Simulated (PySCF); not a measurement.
One molecule, one basis, several functionals.

Species: CH7ClSi2.
SMILES with atom numbers: `[CH3:1][Si@@H:2]([SiH3:3])[Cl:4]` (hydrogens: H5, H6, H7 on C1; H8 on Si2; H9, H10, H11 on Si3)

PySCF, pcSseg-2 basis, density fitting, gas phase, PBE0-D3(BJ)/def2-SVP geometry. One functional is left out:

```
functional  exact exchange (%)  HOMO energy (eV)  LUMO energy (eV)  dipole moment (D)
     B97-D                   0             -6.84             -1.01              1.941
      BLYP                   0             -6.72             -0.99              1.894
      BP86                   0             -6.95             -1.21              1.934
       LDA                   0             -6.92             -1.36              1.978
      OPBE                   0             -6.85             -1.04              1.934
       PBE                   0             -6.85             -1.16              1.916
     B3LYP                  20             -7.81             -0.47              1.975
     B97-2                  21             -7.79             -0.30              2.006
      PBE0                  25             -8.02             -0.30              2.008
 BHandHLYP                  50             -9.09              0.59              2.063
```

Problem. Predict the row of mPW1PW91 (25 % exact exchange) by straight lines through the other rows, and check it.

Solution. 
```tsv
property	line	computed	computed − line	PBE0 (25 %), for comparison
HOMO energy (eV)	-7.99	-8.05	-0.06	-8.02
LUMO energy (eV)	-0.26	-0.30	-0.04	-0.30
dipole moment (D)	2.001	2.006	+0.005	2.008
```

Problem. Which of these properties follows the share of exact exchange most closely, and which least?

Solution. Most closely the HOMO energy, least the dipole moment; the correlations over the tabulated rows are HOMO energy -0.997, LUMO energy 0.982, dipole moment 0.901. The HOMO energy moves by -0.451 eV for every 10 %. Functionals with the same share still differ in their other parts: at 0 % BLYP and BP86 differ by 0.23 eV in it.
